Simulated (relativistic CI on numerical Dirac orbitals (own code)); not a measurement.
## One change at a time: Gd52+

Base calculation: Dirac-Coulomb-Breit CI, separate exchange-only KLI orbitals for each configuration, a model potential for QED, unscaled Slater integrals.

Configuration list (outside the closed core [Ne]): 3s2, 3s 3p, 3p2, 3s 3d, 3d2, 3p 3d, 3p 4s, 3d 4s, 3s 4s, 3s 4p, 3s 4d, 3s 4f, 3s 5s, 3s 5p, 3s 5d, 4s2. Levels of other configurations are missing.

The lowest level and the first level of each name with at least 55 % of one term (blank where a level has no safe partner in the second run):

| Level | Base (eV) | Shift (eV) |
| --- | --- | --- |
| 3s2 1S_0 | 0.000 | 0.000 |
| 3s 3p 3P°_0 | 111.077 | -3.590 |
| 3s 3p 3P°_1 | 123.508 | -2.853 |
| 3p2 3P_0 | 267.205 | -4.546 |
| 3s 3p 3P°_2 | 297.344 | -3.462 |
| 3s 3p 1P°_1 | 329.399 | -0.900 |
| 3p2 1D_2 | 440.578 | +6.325 |
| 3p2 3P_1 | 441.820 | -3.411 |
| 3s 3d 3D_1 | 476.550 | -4.035 |
| 3s 3d 3D_2 | 485.052 | -7.291 |
| 3s 3d 3D_3 | 518.776 | -4.042 |
| 3s 3d 1D_2 | 533.781 | -6.609 |
| 3p 3d 3F°_2 | 596.653 | -4.023 |
| 3p2 3P_2 | 636.103 | -6.354 |

At this charge energies of transitions that change n are usually good to better than 1 %, and those within a shell (Δn = 0) to a few per cent.

**Question.** One thing was changed in a second run, which moved the levels as shown. Which?
A. configuration mixing switched off
B. non-relativistic limit
C. QED terms removed
D. Breit term removed

**Answer.** A. Configuration mixing switched off. Without mixing, levels that were pushed by configurations of the same parity and J return to their single-configuration places.

LS names give the leading component of a level, which can be under half, so a name can repeat, a term be missing and a line seem to break the LS rules.
